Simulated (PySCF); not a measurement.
# Spin-rotation constants: `[AlH3-][S@@+]1C[SiH2]CSC1`, C$_{3}$H$_{11}$AlS$_{2}$Si

Molfile (atoms numbered from 1):
```
C3H11AlS2Si
     RDKit          3D

 18 18  0  0  0  0  0  0  0  0999 V2000
    2.7240   -0.3534   -0.6161 Al  0  0  0  0  0  4  0  0  0  0  0  0
    1.0498    0.2908    1.0601 S   0  0  0  0  0  0  0  0  0  0  0  0
    0.2374    1.3060   -0.2093 C   0  0  0  0  0  0  0  0  0  0  0  0
   -1.6630    1.3081   -0.0422 Si  0  0  0  0  0  4  0  0  0  0  0  0
   -2.2536   -0.5028   -0.0462 C   0  0  0  0  0  0  0  0  0  0  0  0
   -1.5002   -1.3925    1.3584 S   0  0  0  0  0  0  0  0  0  0  0  0
    0.2258   -1.3246    0.8536 C   0  0  0  0  0  0  0  0  0  0  0  0
    3.4009   -1.4366    0.2911 H   0  0  0  0  0  0  0  0  0  0  0  0
    1.7370   -0.8753   -1.7404 H   0  0  0  0  0  0  0  0  0  0  0  0
    3.2789    1.1003   -0.7769 H   0  0  0  0  0  0  0  0  0  0  0  0
    0.5814    0.9634   -1.1925 H   0  0  0  0  0  0  0  0  0  0  0  0
    0.6379    2.3053   -0.0483 H   0  0  0  0  0  0  0  0  0  0  0  0
   -2.2022    1.9888   -1.2205 H   0  0  0  0  0  0  0  0  0  0  0  0
   -2.0174    1.9141    1.2381 H   0  0  0  0  0  0  0  0  0  0  0  0
   -3.3255   -0.5824    0.1144 H   0  0  0  0  0  0  0  0  0  0  0  0
   -2.0061   -1.0512   -0.9544 H   0  0  0  0  0  0  0  0  0  0  0  0
    0.3162   -1.6411   -0.1879 H   0  0  0  0  0  0  0  0  0  0  0  0
    0.7699   -2.0105    1.5007 H   0  0  0  0  0  0  0  0  0  0  0  0
  2  1  1  6
  2  3  1  0
  3  4  1  0
  4  5  1  0
  5  6  1  0
  6  7  1  0
  7  2  1  0
  1  8  1  0
  1  9  1  0
  1 10  1  0
  3 11  1  0
  3 12  1  0
  4 13  1  0
  4 14  1  0
  5 15  1  0
  5 16  1  0
  7 17  1  0
  7 18  1  0
M  CHG  2   1  -1   2   1
M  END
```

Method: PySCF 2.14.0, GIAO HF/pcSseg-1 magnetisability, rotational g tensor and spin-rotation constants, non-relativistic, gas phase. Geometry: GFN2-xTB.

(1) Give the nuclear spin-rotation constants along the inertial axes (H = +C I·J) beside the isotropic shieldings.

(2) How do the rotational constants and the g tensor change when H8, H9, H10, H11, H12, H13, H14, H15, H16, H17, H18 are replaced by deuterium?

## Answers

(1) Rotational constants 1.8361, 0.8861, 0.6977 GHz. A star marks the isotopologue with that one atom substituted, in its own axes.
| atom | isotope | Caa (kHz) | Cbb (kHz) | Ccc (kHz) | mean (kHz) | σ (ppm) |
| --- | --- | --- | --- | --- | --- | --- |
| Al1 | 27Al | 0.961 | 0.492 | 0.383 | 0.612 | 448.6 |
| H8 | 1H | -0.114 | 0.007 | -0.053 | -0.053 | 28.2 |
| H9 | 1H | -0.097 | -0.075 | -0.001 | -0.057 | 28.5 |
| H10 | 1H | -0.104 | -0.004 | -0.051 | -0.053 | 28.3 |
| H11 | 1H | -0.124 | -0.095 | -0.012 | -0.077 | 29.3 |
| H12 | 1H | -0.161 | -0.038 | -0.057 | -0.085 | 30.4 |
| H13 | 1H | -0.165 | -0.009 | -0.039 | -0.071 | 28.1 |
| H14 | 1H | -0.144 | -0.086 | 0.015 | -0.072 | 28.0 |
| H15 | 1H | 0.028 | -0.098 | -0.085 | -0.051 | 30.7 |
| H16 | 1H | -0.179 | -0.101 | 0.004 | -0.092 | 30.2 |
| H17 | 1H | -0.180 | -0.087 | 0.015 | -0.084 | 28.2 |
| H18 | 1H | -0.164 | 0.003 | -0.070 | -0.077 | 28.8 |
| S2 | 33S* | 0.399 | 0.147 | 0.158 | 0.234 | 614.9 |
| C3 | 13C* | 0.275 | 0.105 | 0.078 | 0.152 | 177.8 |
| Si4 | 29Si* | -0.979 | -0.478 | -0.346 | -0.601 | 438.6 |
| C5 | 13C* | 0.200 | 0.118 | 0.082 | 0.133 | 181.9 |
| S6 | 33S* | 0.272 | 0.245 | 0.177 | 0.232 | 563.6 |
| C7 | 13C* | 0.301 | 0.153 | 0.107 | 0.187 | 153.0 |

For the geometry as given, no vibrational averaging.

(2) Constants 1.5953, 0.7959, 0.6289 GHz; g -0.0234, -0.0145, -0.0136, against -0.0268, -0.0162, -0.0151 before.
